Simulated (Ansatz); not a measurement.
`C[O][GeH2][C]#N` + `C=[C](O)[AlH2]` → `C[O][GeH2][AlH2]` + `C=C(O)C#N`  (formal exchange of groups at a Ge–C bond)

Isolated molecules relaxed with PBE0-D4/def2-TZVP in Ansatz; ΔE leaves out vibrations. CBS: MP2 limit from def2 TZ/QZ plus the TZ coupled-cluster correction, frozen cores. Functionals use def2-TZVPP. B3LYP here is the variant with VWN-RPA as its local correlation; programs differ in this. For Ge outer-core shells are correlated without core-valence functions, which leaves a few kJ/mol of doubt a bond. Scalar relativity is left out up to krypton. One conformer a species, not always the lowest.

| level | ΔE (kJ/mol) |
| --- | --- |
| B3LYP | 9.0 |
| MP2/def2-QZVPP | 25.6 |

Q: What does CCSD(T)/CBS give? (Estimate.)

A: Ansatz gave: +20.3 kJ/mol. The listed levels differ from it by -11.3, 5.3 kJ/mol.

Largest T1 diagnostic among the species: 0.014.

From PBE to PBE0 (25 % exact exchange), in def2-TZVPP and without D4, ΔE moves by +5.9 kJ/mol. In def2-TZVPP, CCSD(T) changes the Hartree–Fock value by −7.6 kJ/mol (the triples alone add −1.2 kJ/mol) and MP2 by −3.3 kJ/mol.
